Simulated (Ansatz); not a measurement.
The same path of CH6BPSi (10 atoms, charge 0, multiplicity 1) was run twice with different band settings. Lost on the way: Si2–P4, B3–H9. Made: P4–H9.

Method: Ansatz 0.2.0, RKS PBE-D4/def2-mTZVP.

Relaxed end points:

```xyz
10
Properties=species:S:1:pos:R:3
C -1.344 0.611 -0.761
Si -0.324 -0.672 0.171
B 1.054 -0.206 1.464
P 1.982 -1.012 0.067
H -1.341 0.412 -1.842
H -2.390 0.591 -0.417
H -0.951 1.624 -0.593
H -0.798 -2.066 -0.088
H 1.295 0.627 2.284
H 2.899 0.040 -0.282
```

```xyz
10
Properties=species:S:1:pos:R:3
C -1.790 0.597 -0.978
Si -0.695 -0.703 -0.157
B 0.973 -0.390 0.534
P 2.531 0.295 1.104
H -1.987 0.341 -2.029
H -2.757 0.684 -0.462
H -1.298 1.579 -0.951
H -1.265 -2.084 -0.099
H 2.732 0.041 2.494
H 3.640 -0.412 0.548
```

Common settings: movable images 9; climbing image yes; spring 5.0 eV/Å²; start path through a guess of the saddle point; force threshold 0.05 eV/Å; iteration limit 60; end points relaxed.

| run | optimiser | largest step |
| --- | --- | --- |
| 1 | quadratic models (default) | default |
| 2 | lbfgs | 0.02 Å |

**Question.** What does each run give, and how far can it be trusted?

**Answer.** Run 1: converged after 31 iterations, highest image 1.655 eV above the first end. The profile has 2 maxima (images 5, 9) with wells between them (image 8): this band takes more than one step, which may be the mechanism or a detour left from its start path. A vibrational analysis at the climbing image gives one clearly imaginary mode, 520i cm⁻¹: a first-order saddle point.
Run 2: not converged after 60 iterations, highest image 4.730 eV above the first end. The band didn't meet its force threshold, so its energies are provisional: the largest band force was still 0.72 eV/Å, and over the last iterations the top moved between 4.73 and 4.78 eV.
The orbitals stay closed-shell, which can raise the energy where a bond breaks towards radicals; this wasn't checked here.
